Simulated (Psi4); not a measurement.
Input file for Psi4: SAPT0/aug-cc-pVDZ on C2H7FSe (a complex), monomers drawn apart or pushed together.

```
memory 1837 MB

molecule dimer {
0 1
C    -1.38934188   -0.95033292    0.90298135
Se   -0.09158725    0.47205242    0.52497335
C     1.37134969   -0.69044080   -0.07385839
H    -0.98034901   -1.62656447    1.64939501
H    -2.28232560   -0.46804320    1.29351549
H    -1.62880521   -1.48170570   -0.01477320
H     1.63672534   -1.38039858    0.72316970
H     2.21700640   -0.04454309   -0.29800655
H     1.06999189   -1.22752575   -0.96980245
--
0 1
F     0.91563483   -0.08575150    3.23460784
H     0.59555057    0.28743162    2.42337523
units angstrom
symmetry c1
no_reorient
no_com
}

set {
  basis aug-cc-pVDZ
  scf_type df
  freeze_core true
}

energy('sapt0')
```

The log:

```
[...]
==> Input File <==

--------------------------------------------------------------------------
memory 1837 MB

molecule dimer {
0 1
C    -1.38934188   -0.95033292    0.90298135
Se   -0.09158725    0.47205242    0.52497335
C     1.37134969   -0.69044080   -0.07385839
H    -0.98034901   -1.62656447    1.64939501
H    -2.28232560   -0.46804320    1.29351549
H    -1.62880521   -1.48170570   -0.01477320
H     1.63672534   -1.38039858    0.72316970
H     2.21700640   -0.04454309   -0.29800655
H     1.06999189   -1.22752575   -0.96980245
--
0 1
F     0.91563483   -0.08575150    3.23460784
H     0.59555057    0.28743162    2.42337523
units angstrom
symmetry c1
no_reorient
no_com
}

set {
  basis aug-cc-pVDZ
  scf_type df
  freeze_core true
}

energy('sapt0')
--------------------------------------------------------------------------


   => Loading Basis Set <=

    Name: AUG-CC-PVDZ
    Role: ORBITAL
    Keyword: BASIS
    atoms 1, 3    entry C          line   182 file aug-cc-pvdz.gbs
    atoms 2       entry SE         line  3217 file aug-cc-pvdz.gbs
    atoms 4-9, 11 entry H          line    40 file aug-cc-pvdz.gbs
    atoms 10      entry F          line   290 file aug-cc-pvdz.gbs

   => Loading Basis Set <=

    Name: AUG-CC-PVDZ
    Role: ORBITAL
    Keyword: BASIS
    atoms 1, 3    entry C          line   182 file aug-cc-pvdz.gbs
    atoms 2       entry SE         line  3217 file aug-cc-pvdz.gbs
    atoms 4-9, 11 entry H          line    40 file aug-cc-pvdz.gbs
    atoms 10      entry F          line   290 file aug-cc-pvdz.gbs


  //>>>>>>>>>>>>>>>>>>>>>>>>>>>>>>>>>>>//
  //              Dimer HF             //
  //<<<<<<<<<<<<<<<<<<<<<<<<<<<<<<<<<<<//

   => Libint2 <=

    Primary   basis highest AM E, G, H:  7, 6, 3
    Auxiliary basis highest AM E, G, H:  7, 7, 4
    Onebody   basis highest AM E, G, H:  -, -, -
    Solid Harmonics ordering:            Gaussian


   => Loading Basis Set <=

    Name: AUG-CC-PVDZ
    Role: ORBITAL
    Keyword: BASIS
    atoms 1, 3    entry C          line   182 file aug-cc-pvdz.gbs
    atoms 2       entry SE         line  3217 file aug-cc-pvdz.gbs
    atoms 4-9, 11 entry H          line    40 file aug-cc-pvdz.gbs
    atoms 10      entry F          line   290 file aug-cc-pvdz.gbs


         ---------------------------------------------------------
                                   SCF
               by Justin Turney, Rob Parrish, Andy Simmonett
                          and Daniel G. A. Smith
                              RHF Reference
                        1 Threads,   1751 MiB Core
         ---------------------------------------------------------

  ==> Geometry <==

    Molecular point group: c1
    Full point group: C1

    Geometry (in Angstrom), charge = 0, multiplicity = 1:

       Center              X                  Y                   Z               Mass
    ------------   -----------------  -----------------  -----------------  -----------------
         C           -1.389341880000    -0.950332920000     0.902981350000    12.000000000000
         SE          -0.091587250000     0.472052420000     0.524973350000    79.916521800000
         C            1.371349690000    -0.690440800000    -0.073858390000    12.000000000000
         H           -0.980349010000    -1.626564470000     1.649395010000     1.007825032230
         H           -2.282325600000    -0.468043200000     1.293515490000     1.007825032230
         H           -1.628805210000    -1.481705700000    -0.014773200000     1.007825032230
         H            1.636725340000    -1.380398580000     0.723169700000     1.007825032230
         H            2.217006400000    -0.044543090000    -0.298006550000     1.007825032230
         H            1.069991890000    -1.227525750000    -0.969802450000     1.007825032230
         F            0.915634830000    -0.085751500000     3.234607840000    18.998403162730
         H            0.595550570000     0.287431620000     2.423375230000     1.007825032230

  Running in c1 symmetry.

  Rotational constants: A =      0.14383  B =      0.05774  C =      0.05219 [cm^-1]
  Rotational constants: A =   4311.83444  B =   1731.03476  C =   1564.67505 [MHz]
  Nuclear repulsion =  282.574673781295246

  Charge       = 0
  Multiplicity = 1
  Electrons    = 62
  Nalpha       = 31
  Nbeta        = 31

  ==> Algorithm <==

  SCF Algorithm Type is DF.
  DIIS enabled.
  MOM disabled.
  Fractional occupation disabled.
  Guess Type is SAD.
  Energy threshold   = 1.00e-08
  Density threshold  = 1.00e-08
  Integral threshold = 1.00e-12

  ==> Primary Basis <==

  Basis Set: AUG-CC-PVDZ
    Blend: AUG-CC-PVDZ
    Number of shells: 76
    Number of basis functions: 168
    Number of Cartesian functions: 177
    Spherical Harmonics?: true
    Max angular momentum: 2

   => Loading Basis Set <=

    Name: (AUG-CC-PVDZ AUX)
    Role: JKFIT
    Keyword: DF_BASIS_SCF
    atoms 1, 3    entry C          line   154 file aug-cc-pvdz-jkfit.gbs
    atoms 2       entry SE         lin
[...]
nergy =                -150.1817482936978081
    Two-Electron Energy =                  45.1294170804773387
    Total Energy =                       -100.0316075045213893

Computation Completed


Properties will be evaluated at   0.000000,   0.000000,   0.000000 [a0]

Properties computed using the SCF density matrix


 Multipole Moments:

 ------------------------------------------------------------------------------------
     Multipole            Electronic (a.u.)      Nuclear  (a.u.)        Total (a.u.)
 ------------------------------------------------------------------------------------

 L = 1.  Multiply by 2.5417464519 to convert [e a0] to [Debye]
 Dipole X            :        -16.9626461           16.6981190           -0.2645271
 Dipole Y            :          1.2277506           -0.9152546            0.3124960
 Dipole Z            :        -60.2615850           59.5922220           -0.6693630
 Magnitude           :                                                    0.7846497

 ------------------------------------------------------------------------------------

  Constructing Basis Sets for SAPT...

   => Loading Basis Set <=

    Name: (AUG-CC-PVDZ AUX)
    Role: RIFIT
    Keyword: DF_BASIS_SAPT
    atoms 1, 3    entry C          line   112 file aug-cc-pvdz-ri.gbs
    atoms 2       entry SE         line   900 file aug-cc-pvdz-ri.gbs
    atoms 4-9, 11 entry H          line    30 file aug-cc-pvdz-ri.gbs
    atoms 10      entry F          line   250 file aug-cc-pvdz-ri.gbs

   => Loading Basis Set <=

    Name: (AUG-CC-PVDZ AUX)
    Role: JKFIT
    Keyword: DF_BASIS_ELST
    atoms 1, 3    entry C          line   154 file aug-cc-pvdz-jkfit.gbs
    atoms 2       entry SE         line  1269 file aug-cc-pvdz-jkfit.gbs
    atoms 4-9, 11 entry H          line    70 file aug-cc-pvdz-jkfit.gbs
    atoms 10      entry F          line   328 file aug-cc-pvdz-jkfit.gbs


  //>>>>>>>>>>>>>>>>>>>>>>>>>>>>>>>>>>>//
  //               SAPT0               //
  //<<<<<<<<<<<<<<<<<<<<<<<<<<<<<<<<<<<//



        SAPT0
    Ed Hohenstein
     6 June 2009

      Orbital Information
  --------------------------
    NSO        =       168
    NMO        =       168
    NRI        =       507
    NRI (Elst) =       676
    NOCC A     =        26
    NOCC B     =         5
    FOCC A     =        11
    FOCC B     =         1
    NVIR A     =       142
    NVIR B     =       163

    Elst10,r            =    -0.025572997750 [Eh]
    Exch10              =     0.039891260315 [Eh]
    Exch10 (S^2)        =     0.038962895416 [Eh]

    Maxiter = 50
    CPHF R converge = 1.000000E-08

    Iter     Energy [mEh]          dE [mEh]         Residual      Time [s]
       1     -22.07711058      22.077110577     2.777470e-02             0
       2     -27.30592982       5.228819246     9.880570e-03             0
       3     -28.41097241       1.105042590     2.677141e-03             0
       4     -28.16100546      -0.249966955     7.191904e-04             0
       5     -28.15104810      -0.009957355     2.282283e-04             0
       6     -28.16459235       0.013544249     5.839000e-05             0
       7     -28.16371747      -0.000874882     2.134308e-05             0
       8     -28.16330194      -0.000415531     4.705856e-06             0
       9     -28.16337006       0.000068118     1.242981e-06             0
      10     -28.16338520       0.000015139     2.378183e-07             0
      11     -28.16337999      -0.000005205     4.866656e-08             0
      12     -28.16338030       0.000000309     1.391085e-08             0
      13     -28.16338044       0.000000140     5.010385e-09             0

    CHF Iterations converged

    Maxiter = 50
    CPHF R converge = 1.000000E-08

    Iter     Energy [mEh]          dE [mEh]         Residual      Time [s]
       1      -4.84007289       4.840072887     9.187045e-03             0
       2      -5.61309563       0.773022740     2.303402e-03             0
       3      -5.63671026       0.023614631     7.759083e-04             0
       4      -5.61794188      -0.018768377     2.570451e-04             0
       5      -5.61971225       0.001770372     4.638606e-05             0
       6      -5.62042133       0.000709079     7.332940e-06             1
       7      -5.62027519      -0.000146148     1.758976e-06             1
       8      -5.62030076       0.000025573     2.425192e-07             1
       9      -5.62029886      -0.000001896     3.313962e-08             1
      10      -5.62029879      -0.000000068     6.528501e-09             1

    CHF Iterations converged

    Ind20,r (A<-B)      =    -0.028163380441 [Eh]
    Ind20,r (B<-A)      =    -0.005620298794 [Eh]
    Ind20,r             =    -0.033783679235 [Eh]
    Exch-Ind20,r (A<-B) =     0.018353122107 [Eh]
    Exch-Ind20,r (B<-A) =     0.004845162659 [Eh]
    Exch-Ind20,r        =     0.023198284767 [Eh]
    Disp20              =    -0.009914946594 [Eh]
    Disp20 (SS)         =    -0.004957473297 [Eh]
    Disp20 (OS)         =    -0.004957473297 [Eh]
    Exch-Disp20         =     0.002137351302 [Eh]
    Exch-Disp20 (SS)    =     0.001336741757 [Eh]
    Exch-Disp20 (OS)    =     0.000800609544 [Eh]

    SAPT Results
  --------------------------------------------------------------------------------------------------------
    Electrostatics                -25.57299775 [mEh]     -16.04729836 [kcal/mol]     -67.14189634 [kJ/mol]
      Elst10,r                    -25.57299775 [mEh]     -16.04729836 [kcal/mol]     -67.14189634 [kJ/mol]

    Exchange                       39.89126032 [mEh]      25.03214377 [kcal/mol]     104.73448953 [kJ/mol]
      Exch10                       39.89126032 [mEh]      25.03214377 [kcal/mol]     104.73448953 [kJ/mol]
      Exch10(S^2)                  38.96289542 [mEh]      24.44958600 [kcal/mol]     102.29706782 [kJ/mol]

    Induction                     -17.52424283 [mEh]     -10.99662840 [kcal/mol]     -46.00989322 [kJ/mol]
      Ind20,r                     -33.78367924 [mEh]     -21.19957878 [kcal/mol]     -88.69903761 [kJ/mol]
      Exch-Ind20,r                 23.19828477 [mEh]      14.55714347 [kcal/mol]      60.90708826 [kJ/mol]
      delta HF,r (2)               -6.93884837 [mEh]      -4.35419309 [kcal/mol]     -18.21794387 [kJ/mol]

    Dispersion                     -7.77759529 [mEh]      -4.88051473 [kcal/mol]     -20.42007363 [kJ/mol]
      Disp20                       -9.91494659 [mEh]      -6.22172292 [kcal/mol]     -26.03168870 [kJ/mol]
      Exch-Disp20                   2.13735130 [mEh]       1.34120819 [kcal/mol]       5.61161507 [kJ/mol]
      Disp20 (SS)                  -4.95747330 [mEh]      -3.11086146 [kcal/mol]     -13.01584435 [kJ/mol]
      Disp20 (OS)                  -4.95747330 [mEh]      -3.11086146 [kcal/mol]     -13.01584435 [kJ/mol]
      Exch-Disp20 (SS)              1.33674176 [mEh]       0.83881812 [kcal/mol]       3.50961500 [kJ/mol]
      Exch-Disp20 (OS)              0.80060954 [mEh]       0.50239007 [kcal/mol]       2.10200007 [kJ/mol]

  Total HF                         -3.20598027 [mEh]      -2.01178299 [kcal/mol]      -8.41730004 [kJ/mol]
  Total SAPT0                     -10.98357556 [mEh]      -6.89229772 [kcal/mol]     -28.83737366 [kJ/mol]

  Special recipe for scaled SAPT0 (see Manual):
    Electrostatics sSAPT0         -25.57299775 [mEh]     -16.04729836 [kcal/mol]     -67.14189634 [kJ/mol]
    Exchange sSAPT0                39.89126032 [mEh]      25.03214377 [kcal/mol]     104.73448953 [kJ/mol]
    Induction sSAPT0              -15.82618914 [mEh]      -9.93108362 [kcal/mol]     -41.55165386 [kJ/mol]
    Dispersion sSAPT0              -7.62114677 [mEh]      -4.78234180 [kcal/mol]     -20.00931810 [kJ/mol]
  Total sSAPT0                     -9.12907335 [mEh]      -5.72858001 [kcal/mol]     -23.96837877 [kJ/mol]
  --------------------------------------------------------------------------------------------------------



*** Psi4 exiting successfully. Buy a developer a beer!
```

The run finished.

Cost: about 21 core-seconds (a rough figure).
